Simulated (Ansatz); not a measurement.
Si(AsH2)2(F)(H) (As2FH5Si), SMILES [AsH2][SiH](F)[AsH2].

The structure is a stationary point at PBE-D3(BJ)/def2-SVP.

Two levels are set side by side: PBE/def2-SVPD (Ansatz, a first-principles code) and CAM-B3LYP/def2-SVPD (Ansatz). Energy differences of separate SCF runs at the same geometry; the states with an electron removed or added have multiplicity 2 and 2. Differences are taken from unrounded values.

```tsv
quantity	CAM-B3LYP
vertical ionisation energy (eV)	9.43
vertical singlet–triplet gap (eV)	5.18
```

Question: What does PBE give, and how far is it from CAM-B3LYP? (Estimate from the structure and the level; the computed values follow.)

Answer: 
```csv
quantity,PBE,PBE minus CAM-B3LYP
vertical ionisation energy (eV),9.05,-0.39
vertical singlet–triplet gap (eV),4.68,-0.50
```
